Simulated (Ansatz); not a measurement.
`COB(F)Cl` + H₂Se → `FB(Cl)[SeH]` + CH₃OH at 700 K and 1 bar (ligand exchange at a B–O bond).

Gas-phase electronic energies from Ansatz, PBE0-D4/def2-TZVP geometries. CBS: MP2 limit from def2 TZ/QZ plus the TZ coupled-cluster correction, frozen cores. This one scheme is used for every species. For Se outer-core shells are correlated without core-valence functions, which leaves a few kJ/mol of doubt a bond. Scalar relativity is left out up to krypton. One conformer a species, not always the lowest.

```csv
species,CCSD(T)/CBS energy (Eh),H − E (kJ/mol),S (J/(mol·K))
`COB(F)Cl`,-699.54205,195.4,424.3
H₂Se,-2401.89790,61.1,251.1
`FB(Cl)[SeH]`,-2985.79275,92.3,383.0
CH₃OH,-115.61712,170.8,288.5
```

H − E and S are ideal-gas, rigid-rotor, harmonic terms from PBE0-D4/def2-TZVP, for one conformer and one mirror image of each species. 1 Eh = 2625.50 kJ/mol, R = 8.31446 J/(mol·K).

Problem. By hand: ΔE, ΔH, ΔS and ΔG.

Solution. ΔE = (-2985.79275) + (-115.61712) − (-699.54205) − (-2401.89790) = 0.03008 Eh = 79.0 kJ/mol. Δ(H − E) = 92.3 + 170.8 − 195.4 − 61.1 = 6.6, so ΔH = 85.6 kJ/mol. ΔS = 383.0 + 288.5 − 424.3 − 251.1 = -3.9 J/(mol·K). ΔG = 85.6 − 700 × (-3.9)/1000 = 88.3 kJ/mol.

Problem. By hand: the equilibrium constant, and the temperature at which ΔG would vanish if ΔH and ΔS stayed fixed.

Solution. log₁₀ K = −ΔG/(RT ln 10) = -6.6. ΔH and −TΔS have one sign here, so there is no such temperature. One of them is within its doubt of zero, so this could turn.

The number of gas molecules stays the same, so ΔS is small and ΔH decides. A doubt of 5 kJ/mol in ΔE shifts log₁₀ K by 0.4 here. Other conformers and mirror images would add mixing entropy, several J/(mol·K) or more a flexible species. Modes under 60 cm⁻¹, often nearly free rotors, make the harmonic entropy too high. These are equilibria of isolated gas molecules and say nothing of rates. Largest T1 diagnostic: 0.012 (customary marks: 0.02 for closed shells, 0.045 for open ones).
